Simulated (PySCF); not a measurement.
## Spinor energies of Ni²⁺ (nickel, charge +2)

Start: [Ar] 3d8; 3d3/2 filled at m_j = -1/2, +1/2, +3/2; 3d5/2 filled at m_j = -3/2, -1/2, +1/2, +3/2, +5/2. Calculated with PySCF 2.14 in x2c-TZVPall-2c with one added diffuse shell each of s, p, d type (7s8p5d1f, 63 functions): generalised Hartree-Fock with the X2C-1e Hamiltonian and a Gaussian nucleus; one run each with spin-orbit coupling (SO) switched off, then screened by Boettger's factors. This is a chosen level, not necessarily the ground level.

```csv
spinor shell,electrons,"ε, spin-free (eV)","ε, screened SO (eV)",weight of nominal j (screened SO),"rms radius, screened SO (bohr)"
1s1/2,2,-8422.3,-8422.2,1.000,0.0624
2s1/2,2,-1070.3,-1070.2,1.000,0.265
2p1/2,2,-919.56,-931.97,0.999,0.236
3s1/2,2,-155.44,-155.42,1.000,0.796
3p1/2,2,-109.38,-113.26,0.803,0.841
3p3/2,4,-109.38,-107.44,0.901,0.851
3d5/2,5,-38.342,-38.706,0.620,1.07
3d3/2,3,-38.342,-37.743,0.641,1.08
```

Question: Where does 2p3/2 lie, and what is the 2p spin-orbit splitting (screened SO)?

Answer: At -913.46 eV, 18.504 eV above 2p1/2.

```
   quantity    spin-free  screened SO
E (hartree)  -1518.21123  -1518.24843
        M_J            4            4
       ⟨J²⟩       20.006       20.006
       ⟨L²⟩       12.003       12.010
       ⟨S²⟩        2.002        2.002
```

Each row is a mean over spinors that exchange with the open shell spreads, by up to 10.872 eV (3p3/2).

Rows whose weight is well below 1 are mixtures of j = l ± 1/2: exchange outweighs spin-orbit coupling there, and the label is only the starting occupation.

Without spin-orbit coupling the j labels of p, d and f shells carry no meaning; the spin-free column gives the mean over the occupied spinors of each nl shell.
